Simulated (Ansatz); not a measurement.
A structure relaxed at PBE0-D4/def2-SVP in Ansatz, charge 0, singlet:

```xyz
5

Ti   -1.076   -0.741    0.731
Ti    0.752    1.254   -0.256
Ti   -0.665    1.086    0.983
F    -0.978   -2.416    0.063
F     1.966    0.817   -1.521
```

(1) Give its formula and point group.

(2) Summarise the bond lengths by kind (pairs closer than 1.2 times the sum of covalent radii, bridged metal pairs left out).

Results:

(1) Ti₃F₂ (the lowest singlet isomer of a short search). Point group C2v (tolerance 0.1 Å).

(2) 3 × Ti–Ti 1.89 to 2.88 Å; 2 × F–Ti 1.81 Å.

The restricted singlet is unstable towards broken spin symmetry at other levels; at PBE0-D4/def2-SVP this wasn't settled. At PBE0-D4/def2-SVP a triplet of charge 0 lies 0.57 eV below the restricted singlet, each at its own geometry. The structure comes from a short search, and lower isomers may exist.
